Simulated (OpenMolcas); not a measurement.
Cu VI: from RASSCF to RASPT2

| Quantity | Value |
| --- | --- |
| Program | OpenMolcas |
| Basis | ANO-RCC-VQZP [7s6p4d3f2g1h] |
| Scalar Hamiltonian | DKH2, point nucleus |
| Active space | 12 electrons in 8 orbitals (RAS1 3p, at most 2 holes; RAS2 3d) |
| State averaging | 2S+1 = 5 even, 5 roots; 2S+1 = 3 even, 45 roots; 2S+1 = 1 even, 44 roots |
| Spin-orbit coupling | RASSI with atomic mean-field integrals over the reference wave functions, term energies averaged over their components |

Methods on the same reference wave functions:
A. RASSCF
B. SS-RASPT2, IPEA 0.25 Eh, imaginary shift 0.1 Eh (closed shells correlated: 3s)
C. MS-RASPT2, IPEA 0.25 Eh, imaginary shift 0.1 Eh (closed shells correlated: 3s)

Energies in cm⁻¹ above 3d⁶ ⁵D₄, the measured ground level; measured values from Sugar and Musgrove, J. Phys. Chem. Ref. Data 19, 527 (1990).

```csv
Level,A,B,C,Measured
3d⁶ ⁵D₄,0.0,0.0,0.0,0.0
3d⁶ ⁵D₃,1131,1136,1135,1196
3d⁶ ⁵D₂,1890,1893,1893,1987
3d⁶ ⁵D₁,2372,2370,2380,2490
3d⁶ ⁵D₀,2607,2610,2610,2733
3d⁶ ³P₂(1),31351,29840,29770,29285
3d⁶ ³P₁(1),34693,33190,33080,32685
3d⁶ ³H₆,35017,30480,30470,30418
3d⁶ ³H₅,35488,30970,30970,31009
3d⁶ ³P₀(1),35843,34400,34290,33868
3d⁶ ³F₃(1),36320,33610,33580,33296
3d⁶ ³F₂(1),36767,34110,34030,33740
3d⁶ ³G₅,41842,37650,37650,37378
3d⁶ ³G₄,42812,38700,38690,38469
3d⁶ ³G₃,43184,39070,39060,38907
3d⁶ ¹G₄(1),50581,48250,48190,47612
3d⁶ ³D₂,51092,47380,47380,46714
3d⁶ ³D₁,51104,47410,47420,46848
3d⁶ ³D₃,51464,47760,47750,47119
3d⁶ ¹I₆,52843,46520,46520,46406
3d⁶ ¹S₀,54248,54500,54460,53787
3d⁶ ¹D₂,61138,56280,56280,54747
3d⁶ ¹F₃,72349,65930,65930,64968
3d⁶ ³P₀(2),81616,75980,76130,74712
```

Deviations, from unrounded energies. A percentage is the sum of absolute deviations over the sum of measured energies, with the sign that they share, or ± where signs differ.

| Against measurement | Levels | A | B | C |
| --- | --- | --- | --- | --- |
| mean absolute deviation (cm-1) | 23 | 3400 | 460 | 440 |
| fine structure of the ground term (%) | 4 | -4.8 | -4.7 | -4.7 |
| other terms of the ground configuration (%) | 19 | +9.5 | ±1.2 | ±1.2 |

B, C lie about equally close to measurement and A furthest from it. The largest miss of C in the table is 3d⁶ ¹D₂, by +1500 cm-1. The ranking rests on the paired levels alone, and a cruder setting can come out closer through cancelling errors.

Between B and C the level of the table that moves most is 3d⁶ ³P₀(2), by 140 cm-1 (lowest in B, highest in C). Moves below CASPT2's spread within the term are not significant.

The mean deviations of B to C differ by less than CASPT2's widest spread within a term (1200 cm-1), so their order carries little weight.

From A to B the spin-free energies of the other terms of 3d⁶ shown, above ⁵D, scale by factors of 0.87 to 1.01.

The lowest spin-free term lies below A's lowest term by 0.514 hartree in B, 0.514 hartree in C.

Term energies are means over components that CASPT2 splits; among the terms shown or strongly mixed into the levels shown the widest spread is 1200 cm-1 (3d⁶ ¹I, C). Active for correlation alone: 3p; no level in the range computed is led by a configuration that opens it, so any true level of that kind is missing. The CASPT2 spread within a term exceeds the gap to the next term for 3d⁶ ³D and 3d⁶ ¹G(1), so the order of their levels is uncertain (figures for B; the like holds for C). Without dynamic correlation excited terms often stand tens of per cent too high (terms of higher spin than the ground term too low), and those without a measured partner can miss by more than the paired ones (holds for A). Measured partners are found by configuration, term and J. A level has none where our copy of the source lacks it or the pairing is in doubt (some pairs that miss far off the trend of their configuration count as doubtful), and it then counts in no deviation. Only configurations of the active space appear. The table leaves out levels that lie high or whose names do not pair safely across all columns.

A number in round brackets counts repeated terms of one configuration in the order of the reference energies.
